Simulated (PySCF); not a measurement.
# Dipole moment and polarisability of `[GeH3][CH2][SiH2]C1CC1`

Compound: C₄H₁₂GeSi.
Geometry (PBE0-D3(BJ)/def2-SVP, Å), atoms numbered from 1 in this order:
```
atom  x, y, z in Å
Ge1   -2.021   -0.005   -0.664
C2    -1.054   -1.555    0.043
Si3    0.539   -1.138    0.952
C4     1.644   -0.030   -0.066
C5     1.437    1.468   -0.038
C6     2.647    0.878    0.604
H7    -3.416   -0.432   -1.165
H8    -2.200    1.060    0.436
H9    -1.245    0.622   -1.837
H10   -0.834   -2.232   -0.800
H11   -1.727   -2.102    0.724
H12    0.212   -0.396    2.214
H13    1.254   -2.401    1.329
H14    1.958   -0.437   -1.035
H15    0.654    1.874    0.610
H16    1.559    2.015   -0.977
H17    2.705    0.875    1.697
H18    3.614    1.017    0.111
```

Level: B3LYP/def2-SVPD (PySCF), static field, nuclei fixed, core orbitals frozen in the response. The polarisability tensor in these axes (au):

```
x   115.93   3.09   9.13
y     3.09 104.04  -4.92
z     9.13  -4.92  94.98
```

**Question.** Diagonalise the tensor; give its mean and Δα, where Δα² is half the sum of the squared differences of the eigenvalues.

**Answer.** Principal values 89.35, 106.16 and 119.44 au; mean 104.98 au = 15.56 Å³ = 17.31 × 10⁻⁴⁰ C²·m²/J; Δα = 26.12 au (25 % of the mean).

**Question.** What is the dipole moment, and where does it point?

**Answer.** (0.34, -0.21, -0.53) D, 0.66 D in size, pointing from the negative to the positive side. Measured along this direction, the outermost atoms are H8 at the negative end and H14 at the positive end.

**Question.** Give the eigenvalues of the traceless quadrupole moment Θ = ½Σq(3rr − r²1), origin at the centre of nuclear charge.

**Answer.** -4.99, 1.03, 3.96 D·Å. The values depend on the origin, since the dipole doesn't vanish. The electronic extent ⟨r²⟩ about the same centre is 1478 bohr², a root-mean-square distance of 2.25 Å for the 82 electrons.

**Question.** Directions of the eigenvectors, and the extent of the frame along each?

**Answer.** Largest value along (0.94, 0.08, 0.33), where the nuclei span 7.15 Å; middle along (0.05, 0.93, -0.37), 4.96 Å; least along (-0.34, 0.36, 0.87), 3.43 Å. The response follows the extents in order.

**Question.** Estimate the molar refractivity from the static electronic polarisability.

**Answer.** Lorentz–Lorenz: R = (4π/3)N_A α = 2.5225 cm³/(mol·Å³) × 15.56 Å³ = 39.2 cm³/mol, in the limit of long wavelengths.

**Question.** Orientational against electronic polarisability at 273 K (dilute gas, rigid molecules)?

**Answer.** In Gaussian units μ²/3kT = 3.89 Å³ against 15.56 Å³, a ratio of 0.25; the Debye molar polarisation (4π/3)N_A(α + μ²/3kT) is 49.0 cm³/mol, leaving out the vibrational part.

**Question.** Find the Langevin capture rate constant for H3+ (3.023 u) meeting this molecule (161.992 u), k = 2.342 × 10⁻⁹ cm³/s × √(α in Å³ / reduced mass in u).

**Answer.** The reduced mass is 2.97 u, so k = 5.36 × 10⁻⁹ cm³/s. The formula leaves out the permanent dipole, which adds to the capture rate.

The structure is a single PBE0-D3(BJ)/def2-SVP conformer in the gas phase; no vibrational or solvent corrections. The calculation is non-relativistic, for germanium too.

These values come from a run that also computed excited states and ΔSCF ions. On one thread of an Arm Neoverse N1, shared host with 64 logical CPUs at a one-minute load of 59, this took 11 min and 1.1 GiB of memory at its peak.
